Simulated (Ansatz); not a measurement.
C$_{4}$H$_{9}$ClSi (SMILES C=C[Si](C)(C)Cl), singlet, at a GFN2-xTB geometry, atoms displaced at random by about 0.08 Å a coordinate; Ansatz (an electronic-structure program) with R2SCAN/STO-3G, gradient.

Here is a job for Ansatz.
Ansatz 0.2 input:
```yaml
crystal:
  periodic: [false, false, false]
  atoms:
    - {symbol: C, position_ang: [2.53799426, 0.02931292, -1.18120316]}
    - {symbol: C, position_ang: [1.69044911, -0.24243447, -0.03920231]}
    - {symbol: Si, position_ang: [-0.04902536, 0.12069431, -0.15113400]}
    - {symbol: C, position_ang: [-0.39498272, 1.91264168, 0.42249042]}
    - {symbol: C, position_ang: [-1.17921980, -0.32492470, -1.60424322]}
    - {symbol: Cl, position_ang: [-0.99033748, -0.92883102, 1.50776362]}
    - {symbol: H, position_ang: [2.05333047, 0.84932819, -2.03412633]}
    - {symbol: H, position_ang: [3.51475313, -0.03515683, -1.15639181]}
    - {symbol: H, position_ang: [1.97571241, -1.15365620, 0.25647162]}
    - {symbol: H, position_ang: [-1.36064503, 2.35052346, 0.44835957]}
    - {symbol: H, position_ang: [0.30155892, 2.64831491, -0.39575724]}
    - {symbol: H, position_ang: [0.24916679, 2.31057969, 1.33032673]}
    - {symbol: H, position_ang: [-1.10741813, -1.18053593, -1.89213569]}
    - {symbol: H, position_ang: [-2.20017656, -0.02395703, -1.56678542]}
    - {symbol: H, position_ang: [-0.74070015, 0.28468810, -2.61553774]}
basis:
  gaussian:
    orbitals: STO-3G
hamiltonian:
  xc: r2scan
output: {forces: true}
```

Q: Write the output that Ansatz gives for this input, abridged.

A: 
```
Functional definition: r2SCAN
599 factors; integrals over basis functions are off by at most 3.6e-5 eV
mean field evaluation 1: about -24407.9382 eV, gradient 2.3e1 eV
mean field evaluation 2: about -24407.4017 eV, gradient 2.6e1 eV
mean field evaluation 4: about -24409.9693 eV, gradient 2.2e0 eV
mean field evaluation 8: about -24409.8409 eV, gradient 6.0e-2 eV
mean field -24409.84086330 eV, -897.0451061418 hartree, gradient 1.5e-5 eV, S^2 0.000000; 0 other end points of the search recorded, 0 dependent functions left out
the calculation of the forces begins
reference -24409.84087062 eV, -897.0451064110 hartree; 32, 32 occupied and 15, 15 virtual orbitals, 599 factors
Total energy: -24409.84087062 eV, -897.0451064110 hartree
Atom 0 at     2.537994     0.029313    -1.181203 Å, force   -11.691005     5.000840     0.539941 eV/Å
Atom 1 at     1.690449    -0.242434    -0.039202 Å, force     2.870577     2.818513    -7.568529 eV/Å
Atom 2 at    -0.049025     0.120694    -0.151134 Å, force    -4.521759     1.289652     2.388154 eV/Å
Atom 3 at    -0.394983     1.912642     0.422490 Å, force     7.426979     3.605503    -2.010364 eV/Å
Atom 4 at    -1.179220    -0.324925    -1.604243 Å, force     2.885629    14.306956    -0.718161 eV/Å
Atom 5 at    -0.990337    -0.928831     1.507764 Å, force     0.459204    -0.045642    -0.577409 eV/Å
Atom 6 at     2.053330     0.849328    -2.034126 Å, force     2.245253    -2.721596     2.957923 eV/Å
Atom 7 at     3.514753    -0.035157    -1.156392 Å, force     6.893659    -1.448767    -0.266132 eV/Å
Atom 8 at     1.975712    -1.153656     0.256472 Å, force     1.687319    -4.299434     3.669464 eV/Å
Atom 9 at    -1.360645     2.350523     0.448360 Å, force    -1.644313     0.130238     0.016685 eV/Å
Atom 10 at     0.301559     2.648315    -0.395757 Å, force    -2.976614    -2.600278     2.129498 eV/Å
Atom 11 at     0.249167     2.310580     1.330327 Å, force    -2.002227    -1.834438    -1.265844 eV/Å
Atom 12 at    -1.107418    -1.180536    -1.892136 Å, force     0.876141   -12.895663    -3.572687 eV/Å
Atom 13 at    -2.200177    -0.023957    -1.566785 Å, force    -1.102733     0.415393     0.789397 eV/Å
Atom 14 at    -0.740700     0.284688    -2.615538 Å, force    -1.406109    -1.721275     3.488063 eV/Å
Dipole moment:     0.435815     0.283558    -0.731711 e Å
```
